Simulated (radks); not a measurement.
Values are calculated unless marked as measured or tabulated.
Spherical jellium clusters: N electrons in a uniform positive sphere of charge N and radius rs N^(1/3), rs = 2.63 bohr. Level of theory: non-relativistic Kohn-Sham, LDA (Slater exchange, Perdew-Wang correlation), spin-polarised, spherical densities (a radial shooting solver with Libxc functionals). Levels are named by radial order and angular momentum (1s, 1p, 1d, 2s, ...), and open shells are averaged over m.

N = 23, configuration 1s2 1p6 1d10 2s2 1f(up 3, down 0). This is the lowest configuration that the search found. Occupied and some empty levels:

level,occupation,eigenvalue (eV),<r> (bohr)
1s up,1,-8.8449,4.574
1s down,1,-8.6795,4.471
1p up,3,-7.1615,5.505
1p down,3,-6.9184,5.448
1d up,5,-5.1068,6.222
1d down,5,-4.8223,6.204
2s up,1,-4.2981,5.465
2s down,1,-4.1293,5.518
1f up,3,-2.8035,6.946
1f down,0,-2.5083,6.976
2p up,0,-2.0291,7.203
2p down,0,-1.8702,7.296
1g up,0,-0.42224,8.024
2d up,0,-0.36013,10.50
2d down,0,-0.25467,10.99
1g down,0,-0.15912,8.231

Energy (eV): total -29.4444, kinetic 84.518, external -2244.4, Hartree 1093.4, exchange-correlation -117.78, background 1154.8.

Electron density:

r (bohr),n(r) (e/bohr^3)
0.871,0.01618
1.81,0.01393
2.74,0.01243
3.67,0.01278
4.61,0.01382
5.54,0.01307
6.48,0.009539
7.41,0.005091
8.35,0.002118
9.28,0.0007719
10.2,0.0002626
11.2,0.00008703
12.1,0.00002810
